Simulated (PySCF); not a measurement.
Mapped SMILES: `[CH2:1]=[C:2]([F:3])/[CH:4]=[CH:5]\[C:6]([F:7])([F:8])[F:9]`. Each H is labelled by its parent atom. Ha(C1) is cis to F3; Hb(C1) is trans to F3.

Geometry: GFN2-xTB; GIAO absolute shieldings from PySCF 2.14, gas phase, non-relativistic, averaged over equivalent atoms.

At PBE0/def2-SVP (146 basis functions, about 40 core-seconds):
```csv
atoms,σ (ppm)
C2,34.0
C4,65.4
C6,68.2
C5,72.6
C1,92.1
F7/F8/F9,265.8
F3,295.6
H(C4),25.66
H(C5),26.09
Ha(C1),26.66
Hb(C1),27.06
```

Predict the values at KT3/6-31++G** on the same geometry.

## Answers


```tsv
atoms	σ at KT3/6-31++G**	change
C2	44.2	+10.2
C4	77.5	+12.1
C6	70.6	+2.4
C5	84.7	+12.1
C1	102.9	+10.8
F7/F8/F9	242.7	-23.1
F3	279.3	-16.3
H(C4)	25.74	+0.08
H(C5)	26.03	-0.06
Ha(C1)	26.90	+0.24
Hb(C1)	27.20	+0.14
```

The largest change is at F7/F8/F9 (fluorine of a CF3 group). Cost: 186 basis functions, about 90 core-seconds. The order of the carbon signals changes between the two levels.
